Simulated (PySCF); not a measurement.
Can point charges reproduce the dipole moment of `C=C1OC(=C)C(C=O)=C1[SiH3]`?

Coordinates (GFN2-xTB, Å) and charges (e) from the PBE0/pcSseg-1 density (PySCF):

```
atom       x       y       z  Mulliken      IAO  Hirshfeld  ESP-fitted
  C1   0.747   2.593  -0.372   -0.0923  -0.3481    -0.1062     -0.6396
  C2   0.084   1.438  -0.245   +0.0823  +0.2039    +0.0672     +0.3992
  O3  -1.282   1.367  -0.400   -0.4517  -0.2945    -0.0866     -0.2740
  C4  -1.678   0.066  -0.218   +0.2082  +0.2009    +0.0640     +0.3183
  C5  -2.952  -0.318  -0.310   -0.0945  -0.3848    -0.1326     -0.6897
  C6  -0.481  -0.711   0.069   -0.3975  -0.0841    -0.0287     -0.1180
  C7  -0.328  -2.115   0.338   +0.3979  +0.2432    +0.1300     +0.4358
  O8   0.761  -2.606   0.556   -0.3934  -0.3864    -0.1753     -0.4379
  C9   0.600   0.124   0.054   -0.2481  -0.2308    -0.0671     -0.1731
Si10   2.344  -0.512   0.381   +0.6307  +0.6247    +0.2974     +0.3710
 H11   0.228   3.507  -0.599   +0.1332  +0.1736    +0.0563     +0.2460
 H12   1.811   2.623  -0.248   +0.1448  +0.1726    +0.0530     +0.2505
 H13  -3.728   0.389  -0.533   +0.1323  +0.1734    +0.0532     +0.2648
 H14  -3.229  -1.344  -0.163   +0.1281  +0.1603    +0.0491     +0.2431
 H15  -1.240  -2.732   0.339   +0.0891  +0.1211    +0.0546     +0.0302
 H16   3.207   0.678   0.279   -0.1360  -0.1483    -0.0910     -0.1433
 H17   2.415  -1.008   1.749   -0.0666  -0.0983    -0.0686     -0.0422
 H18   2.712  -1.433  -0.687   -0.0665  -0.0984    -0.0687     -0.0410
```

Problem. Form Σ q r in debye for every column and set it beside the full dipole.

Solution. The full density gives (-1.06, 0.45, -0.21) D, 1.17 D in size; dipole vectors point from the negative to the positive end.

```tsv
scheme	μx	μy	μz	size (D)	share of the full size (%)	angle to the full dipole (°)
Mulliken	0.17	-0.14	0.04	0.22	19	164
IAO	-0.08	0.24	-0.05	0.26	22	48
Hirshfeld	-0.69	0.19	-0.11	0.72	62	8
ESP-fitted	-1.04	0.44	-0.21	1.15	98	1
```

Problem. Which set comes closest?

Solution. Length of the difference vector: ESP-fitted 0.02 D, Hirshfeld 0.47 D, IAO 1.02 D, Mulliken 1.39 D. Closest: ESP-fitted. 

Problem. What is left for the Hirshfeld atoms' own dipoles?

Solution. The shares of the density sum to the whole, so what Σ q r misses lies in dipoles about the nuclei. The atomic dipoles sum to (-1.06, 0.45, -0.21) − (-0.69, 0.19, -0.11) = (-0.37, 0.26, -0.10) D, 0.47 D in size.

Problem. With the origin at the mean of the coordinates, (0.000, 0.000, -0.001) Å, which are the largest single terms, by size, of the IAO dipole along the direction of the full one?

Solution. Si10 -7.16, C5 -4.81, O8 +3.33, H13 +3.01, O3 -2.49 D; all 18 atoms together +0.17 D. The single terms depend on the origin, their sum doesn't.

Problem. Give the size of the full dipole in other units.

Solution. 1.17 D = 0.461 au = 0.244 e·Å = 3.91 × 10⁻³⁰ C·m.

Isolated species at its GFN2-xTB geometry (one conformer only).

Conformer computed: `[CH2:1]=[c:2]1[o:3][c:4](=[CH2:5])[c:6]([CH:7]=[O:8])[c:9]1[SiH3:10]`: C4–C6–C7–O8 180°.
